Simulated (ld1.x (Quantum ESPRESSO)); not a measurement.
**What one change does to a pseudopotential (lithium, ultrasoft)**

- Element: Li
- Generator: ld1.x (Quantum ESPRESSO) 7.5
- Type: ultrasoft
- Functional: PBE
- Relativity: scalar-relativistic
- Frozen core: none
- Valence charge: 3
- Reference configuration: 1s2 2s1 2p0
- Partial waves: 1s (bound): rcut 0.90, rcutus 0.95 bohr; 2s (bound): rcut 0.90, rcutus 0.95 bohr; 2p (bound, empty): rcut 3.50, rcutus 4.60 bohr; 2p channel at 3.2 Ry: rcut 3.50, rcutus 4.60 bohr
- Local potential: all-electron potential smoothed inside 2.95 bohr (lloc = -1)
- Core correction: none
- Augmentation charge: PSQ, radius 0.65 bohr

Change: wave 2p channel at 3.2 Ry: rcut 3.50, rcutus 4.60 bohr becomes 2p channel at 0.09 Ry: rcut 3.50, rcutus 4.60 bohr.

Cutoffs: the cutoffs (Ry, on a coarse ladder) from which the occupation-weighted sum of valence levels, in a spherical-Bessel basis at the reference potential, stays within 10 and 1 mRy of its value at 400 Ry; they do not see the model core or the augmentation charge, which bear on the density cutoff. Errors are all-electron minus pseudo energies relative to the spin-unpolarised reference configuration.

How do hardness, ghosts and transferability respond?

The potential gets neither clearly harder nor softer (50 Ry and 80 Ry → 50 Ry and 80 Ry); the bound ghost in p disappears; of the 4 tests that both files solve, the error grows in 1 and shrinks in 0 by more than 15 % and 0.3 meV (median size 1.8 → 6.9 meV).

| quantity | base | changed |
| --- | --- | --- |
| cutoff, loose | 50 Ry | 50 Ry |
| cutoff, tight | 80 Ry | 80 Ry |
| bound ghosts | p | none |
| error for 1s2 2s0 2p0, meV [ΔE 5.30 eV] | 0.0 | 0.0 |
| error for 1s2 2s0.5 2p0, meV [ΔE 2.05 eV] | 0.0 | 0.0 |
| error for 1s2 2s0 2p1, meV [ΔE 1.79 eV] | +3.5 | +14 |
| error for 1s1 2s1 2p0, meV [ΔE 68.41 eV] | +107 | +107 |
| s: phases at 4.99 bohr within 0.05 rad from the reference energy up to (Ry; the scan ends near 5) | 2.5 | 2.5 |
| p: phases at 4.99 bohr within 0.05 rad from the reference energy up to (Ry; the scan ends near 5) | 0.0 | 0.6 |
| lowest overlap eigenvalue by channel | s 0.82, p 0.07 | s 0.82, p 0.96 |

Base: These tests converged, but a pseudo level misses the all-electron one widely, so the file describes the atom poorly there or has found another state: 1s1 2s1 2p0: empty 2p by 3.4 eV. A true bound ghost makes a file unfit for plane-wave use even where its test errors are small: the radial tests pick states by their node count and pass the ghost by.
